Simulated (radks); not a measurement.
Q: Fe4+, 22 electrons, occupied as [Ar] 3d4 (the NIST ground configuration). Method: scalar-relativistic Kohn-Sham, PBEsol, spin-polarised, spherical densities, point nucleus; open shells are filled with parallel spins first; computed with a radial shooting solver on a logarithmic mesh with Libxc functionals. Some entries of the table are withheld. Estimate them.

| orbital | occ. | eigenvalue (hartree) | r(max) (bohr) | <r> (bohr) |
|---|---|---|---|---|
| 1s down | 1 | -259.1499 | 0.03829 | 0.05850 |
| 1s up | 1 | -259.1497 | 0.03829 | 0.05850 |
| 2s up | 1 | -32.37997 | 0.2227 | 0.2674 |
| 2s down | 1 | -32.28924 | 0.2225 | 0.2669 |
| 2p up | 3 | -27.92557 | 0.1800 | 0.2359 |
| 2p down | 3 | -27.85666 | 0.1798 | 0.2353 |
| 3s up | 1 | -5.66508 | 0.6956 | (1) |
| 3s down | 1 | -5.47303 | 0.6969 | (2) |
| 3p up | 3 | -4.40068 | (3) | 0.8277 |
| 3p down | 3 | -4.21169 | (4) | 0.8333 |
| 3d up | 4 | -2.39931 | 0.6730 | (5) |
| 3d down | 0 | -2.21399 | 0.6810 | (6) |
| 4s up | 0 | -1.62380 | 1.880 | 2.061 |
| 4s down | 0 | -1.54507 | 1.912 | 2.097 |
| 4p up | 0 | -1.31488 | 2.091 | 2.296 |

A: 
(1) 3s up <r> (bohr): 0.7945
(2) 3s down <r> (bohr): 0.7979
(3) 3p up r(max) (bohr): 0.7045
(4) 3p down r(max) (bohr): 0.7065
(5) 3d up <r> (bohr): 0.9117
(6) 3d down <r> (bohr): 0.9334
